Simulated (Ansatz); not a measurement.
Basis-set extrapolation for `O[Si@H](F)N[Si@H](O)Cl` (PBE0-D4/def2-TZVP geometry, frozen core, Ansatz). Multiplicity 1, RHF reference.

|  | def2-TZVPP | def2-QZVPP |
| --- | --- | --- |
| HF | -1344.389304 | -1344.436149 |
| MP2 correlation | -1.359272 | -1.478005 |
| CCSD(T) correlation | -1.449416 | not run |

Energies in hartree. Use E(X) = E(∞) + A·exp(−7.88·√X) for Hartree–Fock and E(X) = E(∞) + B·X^(−2.97) for correlation, with X = 3 and 4, and add CCSD(T) minus MP2 of the smaller set to the MP2 limit.

**Question.** What is the CCSD(T) energy at the basis-set limit?

**Answer.** HF limit: -1344.436149 + (-0.046845) × 0.13774 = -1344.44260. MP2 limit: -1.478005 + (-0.118733) × 0.74074 = -1.56596. Higher-order term: -1.449416 − (-1.359272) = -0.09014. Total: -1346.09870 hartree, 682.6 kJ/mol below CCSD(T)/def2-TZVPP.
